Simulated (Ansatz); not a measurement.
Z-matrix (Å, degrees):
```
Si
O 1 1.6605
H 2 0.9648 1 116.04
O 1 1.6618 2 110.37 3 42.78
H 4 0.9644 1 114.95 2 -123.62
O 1 1.6720 2 112.29 3 -72.05
H 6 0.9639 1 117.01 2 -58.35
C 1 1.8614 2 106.28 3 164.46
H 8 1.1040 1 107.64 2 -59.24
H 8 1.1049 9 105.46 1 -115.76
C 8 1.5347 9 110.77 10 -120.01
H 11 1.1016 8 112.05 9 58.95
H 11 1.1019 12 107.72 8 122.12
H 11 1.1021 12 107.80 13 115.25
```
Charge 0, multiplicity 1.

Level of theory: Ansatz (an electronic-structure program) with frozen-core CCSD(T)/cc-pVDZ // B3LYP-D3(BJ)/def2-SVP.

```json
{
 "HF energy": "-594.08424 Ha",
 "MP2 correlation energy": "-0.94721 Ha"
}
```

Question: Estimate the CCSD correlation energy, the (T) correction, the total energy and the T1 diagnostic.

Answer: 
CCSD correlation energy: -0.99543 Ha
(T) correction: -0.02367 Ha
CCSD(T) total energy: -595.10334 Ha
T1 diagnostic: 0.010
